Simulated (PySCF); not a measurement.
CClF2, SMILES F[C](F)Cl (connectivity only; charge and spin as stated), charge +1, multiplicity 1. Geometry: ωB97X-D3(BJ)/def2-TZVP. The spin state was assumed, not searched. The isomer is the one that the SMILES or the coordinates give; other isomers of the formula were not compared.

PySCF with TDA-ωB97X/def2-SVPD puts the lowest singlet excitations at 5.66, 7.65, 8.68, 8.75, 9.55, 9.97 eV.

Q: What are the lowest excitation roots from ADC(2)/aug-cc-pVDZ (PySCF)? (The exact figures need the calculation; the answer reports its results.)

A: 5.75, 6.97, 8.57, 8.59, 9.44, 9.64 eV. S1 differs by 0.09 eV (second minus first; roots are paired by order, and the bases may differ).
